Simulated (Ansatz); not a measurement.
Redistribution: CHBr3 + C2H4ClF → C2H4Br2 + CHBrClF

Species: CHBr3 (bromoform) `BrC(Br)Br`, singlet; C2H4ClF (1-chloro-1-fluoroethane) `CC(F)Cl`, singlet; C2H4Br2 (1,1-dibromoethane) `CC(Br)Br`, singlet; CHBrClF (bromochlorofluoromethane) `FC(Cl)Br`, singlet. The partners trade Br for CH3; both sit on C, so the bond types are kept.

Shapes, held fixed at every level: PBE0-D4/def2-TZVP. Programs: Ansatz 0.2.0. The zero-point and thermal change to 298 K, harmonic and unscaled (PBE0-D4/def2-TZVP), is +0.3 kJ/mol.

| level | kind | ΔH(298 K) (kJ/mol) | less CCSD(T)/def2-TZVPP |
| --- | --- | --- | --- |
| HF/def2-SVP | Hartree–Fock | -3.6 | +1.2 |
| HF/def2-TZVPP | Hartree–Fock | -4.6 | +0.2 |
| PBE-D4/def2-TZVPP | GGA | -6.7 | -1.9 |
| PBE0-D4/def2-TZVPP | global hybrid | -6.2 | -1.4 |
| MP2/def2-TZVPP | perturbation theory | -3.5 | +1.3 |
| CCSD/def2-TZVPP | coupled cluster or CI | -4.5 | +0.3 |
| CCSD(T)/def2-TZVPP | coupled cluster or CI | -4.8 | 0.0 |

The highest level, CCSD(T)/def2-TZVPP, gives ΔH(298 K) = -4.8 kJ/mol; the levels span -6.7 to -3.5. The column of differences is taken from that level and isn't an error. No measured value is set beside it here. Relativity is left out for Br. Outer-core shells of Br are correlated, in sets that cover them unevenly.
